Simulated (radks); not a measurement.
Species: the potassium ion K+. Configuration: [Ar]. Method: non-relativistic Kohn-Sham, Slater X-alpha with alpha = 0.667, spin-unpolarised, spherical densities, point nucleus; computed with a radial shooting solver on a logarithmic mesh with Libxc functionals.

Normalised radial functions P(r) = r R(r), r in bohr:

```
   r/bohr * 3p (the largest magnitude, 0.873, reaches the edge; | marks zero)
 0.002645                             *
 0.003362                             *
 0.004274                             *
 0.005434                             *
 0.006908                             *
 0.008781                             *
  0.01107                             *
  0.01408                             *
   0.0179                             |*
  0.02275                             |*
  0.02892                             |*
  0.03677                             | *
  0.04674                             |  *
  0.05942                             |   *
  0.07554                             |     *
  0.09603                             |       *
   0.1211                             |         *
    0.154                             |           *
   0.1957                             |            *
   0.2488                             |            *
   0.3163                             |         *
   0.4021                             |   *
   0.5111                        *    |
   0.6498               *             |
    0.826       *                     |
     1.05  *                          |
    1.335  *                          |
    1.684       *                     |
     2.14              *              |
    2.721                    *        |
    3.459                         *   |
    4.397                            *|
```

3p: eigenvalue -23.486 eV, 1 radial node at r = 0.452 bohr, <r> = 1.44 bohr, 90 % of the charge inside 2.25 bohr.
